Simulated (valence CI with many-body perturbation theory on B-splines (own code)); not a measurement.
# La43+: key properties

Computed by relativistic CI+MBPT: four valence electrons over a frozen Dirac-Fock core [Ne], a basis of 11 s, 11 p, 9 d, 7 f, 5 g, 2 h, 1 i functions for each j, with the one-electron correlation potential Σ1, the two-electron term Σ2, the three-electron term Σ3, Breit, model QED; selected CI, second order for the rest (own B-spline code, finite nucleus).

The last digits are not significant, and no measured levels were compared; by estimate large intervals hold to a few tenths of a per cent, small ones and those within an open d or f shell to about a per cent.

Levels are named by their leading jj configuration (3d3/2^4 stands for four electrons in 3d with j = 3/2), which in mixed levels can hold well under half, so a name can repeat and another be missing.

Rates and lifetimes use the calculated energies. Strong lines usually hold to 10 to 20 %, long lifetimes can be off by a factor of two.

(1) What is the ground level?

(2) How well does LS coupling describe the low levels?

(3) Where does the other parity begin?

(4) What is the ionisation energy?

(5) What are the static dipole polarisabilities of the lowest levels?

Answers

(1) (3s^2 3p1/2^2) J=0, composition 71 % 3s2 3p2 3P + 28 % 3s2 3p2 1S.

(2) Among the lowest 20 levels the leading LS term, summed over configurations, holds 58 % on average. For single configurations the figures are 55 % in LS and 87 % in jj coupling. Terms mix most in the J = 2 level at 27.370 Ry, where the leading one holds 27 %.

(3) At (3s 3p1/2^2 3p3/2) J=2, 15.272 Ry.

(4) 3418.2 eV; NIST lists 3416 ± 4 eV (theoretical).

(5) (3s^2 3p1/2^2) J=0 0.00908; (3s^2 3p1/2 3p3/2) J=1 0.0106 (tensor 0.00044); (3s^2 3p1/2 3p3/2) J=2 0.0105 (tensor 0.00079) bohr³, of which the core gives 0.000147.
